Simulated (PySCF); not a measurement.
**NMR data sheet: C$_{2}$H$_{6}$BF**

| Quantity | Value |
| --- | --- |
| Formula | C2H6BF |
| SMILES | CB(C)F |
| Point group of the computed structure | Cs |
| Carbon signals | 1 |
| Proton signals | 1 |

Atom-mapped SMILES (the numbers label the heavy atoms): `[CH3:1][B:2]([CH3:3])[F:4]`. Hydrogens are named by the atom that carries them.

PySCF 2.14.0 with density-fitted response routines calculation with shieldings: GIAO HF/pcSseg-2, geometry from PBE0-D3(BJ)/def2-SVP and couplings computed with B3LYP/pcJ-1 (spin–dipole term only in couplings to heteroatoms); a single conformation, isolated molecule, non-relativistic, equivalent nuclei averaged.

δ = σ(ref) − σ, references computed at the same level: 1H (31.68 ppm) and 13C (191.47 ppm) vs TMS; 19F (245.28 ppm) against CFCl3; 11B (114.51 ppm) vs BF3·OEt2.

```tsv
carbon	δC, type	δH (multiplicity, J in Hz)	HMBC from (abs. J ≥ 3 Hz)	span of the C tensor (ppm)
C1/C3	6.5, CH3	0.54 (d, 14.9)	–	19
```

Other nuclei:
```tsv
atoms	nucleus	environment	δ (ppm)	σ (ppm)
F4	19F	fluorine bonded to B	-11.4	256.7
B2	11B	boron bonded to 2 C, F	58.9	55.6
```

Selected couplings (Hz, signed; the shortest-range and largest first, 30 at most; isotopes 11B, 19F, 13C, 1H): 1J(B2,F4) -176.8, 1J(C1,H(C1)) 124.7, 1J(C1,B2) 61.4, 2J(C1,F4) 21.0, 2J(B2,H(C1)) -4.7, 3J(F4,H(C1)) 14.9.

1. δC 6.5: methyl carbon bonded to B.
2. δH 0.54: hydrogen on a methyl carbon bonded to B.

A carbon bonded to boron is broadened by the quadrupolar boron nucleus and is often missing from a measured spectrum. Splittings below 1 Hz are ignored in the labels, and close J values are merged. Shifts are as computed, not scaled to solution data. Of 1211 compounds with measured shifts, 218 miss one by over three times the rms of a fit or turn the order of signals round; such compounds aren't used in these exercises. Unscaled 19F shifts against computed CFCl3 carry errors that often reach 10 to 50 ppm.
